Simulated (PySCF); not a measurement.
## EuCl at UHF

Level: UHF. PySCF, spin-free X2C with a Gaussian nucleus, basis sets Eu x2c-SVPall, Cl x2c-SVPall.

For EuCl, the state is nonet, about 7.0 electrons in the 4f shell (Mulliken), the bond length is 2.635 Å and the harmonic wavenumber is 287 cm⁻¹. The force constant is 1.38 mdyn/Å and the rotational constant Be is 0.08529 cm⁻¹. The anharmonicity ωexe is 0.719 cm⁻¹. The vibration–rotation constant αe is 0.000319 cm⁻¹ and the bond order (Mayer) is 0.86. The dipole moment (positive dipole means Eu(−)Cl(+)) is -5.15 D.

These are scalar-relativistic numbers at best; spin–orbit coupling would shift them, the dissociation energy most. Hartree–Fock leaves out correlation, which carries a large part of most bond energies and some tenths to 1 eV of ionisation energies. With d or f electrons several states lie close, and the lowest PBE0 determinant need not be the measured ground state.
